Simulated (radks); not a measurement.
The nuclear charge of neutral thulium is varied continuously with 69 electrons held in [Xe] 4f13 6s2. All-electron calculation, scalar-relativistic Kohn-Sham, PBEsol, spin-unpolarised, spherical densities, point nucleus. Program: a radial shooting solver on a logarithmic mesh with Libxc functionals. By the Hellmann-Feynman theorem dE/dZ = E(electron-nucleus)/Z, the electronic potential at the nucleus. The scalar-relativistic energy here is not variational (the density holds large components alone), so the two differ by a part that grows with Z.

Z      E (hartree)  E(electron-nucleus)/Z (hartree)  HOMO  e(HOMO) (eV)  <r> HOMO (bohr)
68.75  -13441.9068                         -480.583    4f        -0.158           0.8406
69     -13563.1916                         -483.234    4f        -3.142           0.8112
69.25  -13685.1490                         -485.878    6s        -5.476            3.747
69.5   -13807.7782                         -488.519    6s        -7.192            3.573
69.75  -13931.0790                         -491.160    6s        -9.025            3.422
70     -14055.0512                         -493.800    6s       -10.966            3.291

The central difference of E at Z = 69 is -486.484 hartree, to compare with the third column; the second derivative is -10.8 hartree.
